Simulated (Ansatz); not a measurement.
Geometry optimisation, RKS BHLYP-D4/6-31G* in Ansatz 0.2.0.

The input (input.yaml):

```yaml
crystal:
  periodic: [false, false, false]
  atoms:
    - { symbol: S, position_ang: [-2.70338, 0.22082, -0.21562] }
    - { symbol: Al, position_ang: [-0.53299, 0.10809, -0.09141] }
    - { symbol: C, position_ang: [1.27685, 0.70725, -0.47715] }
    - { symbol: S, position_ang: [1.19284, -0.92323, 0.68404] }
    - { symbol: H, position_ang: [-2.59806, 1.33272, -0.95364] }
    - { symbol: H, position_ang: [1.81633, 1.46535, 0.08879] }
    - { symbol: H, position_ang: [1.85509, 0.43351, -1.35826] }
basis:
  gaussian: { orbitals: "6-31G*" }
hamiltonian:
  xc: { name: BHLYP }
  dispersion: d4
relax:
  f_tol: 0.015
  max_steps: 40
```

Launched with:

```bash
$ ansatz run input.yaml --threads 1 --pin off --max-ram 2048MiB --backend cpu --events-out ev --progress --plain --runs-dir out
```

Where does it end, and by what steps?

The run converged. After 6 steps the energy has fallen by 0.089 eV; C3 moved furthest, 0.07 Å.

```
step  energy less start (eV)  largest force component (eV/Å)  accepted
   0                  0.0000                           0.949       yes
   1                 -0.0026                           0.544       yes
   2                 -0.0796                           0.263       yes
   3                 -0.0871                           0.151       yes
   4                 -0.0885                           0.078       yes
   5                 -0.0888                           0.020       yes
   6                 -0.0889                           0.006       yes
```

```xyz
7
Properties=species:S:1:pos:R:3
S -2.645 0.241 -0.212
Al -0.490 0.112 -0.084
C 1.301 0.660 -0.439
S 1.193 -0.919 0.671
H -2.643 1.337 -0.981
H 1.782 1.471 0.091
H 1.808 0.443 -1.369
```

Run time: 25 s on 1 thread of Arm Neoverse V2 (shared host), peak memory 0.15 GiB.
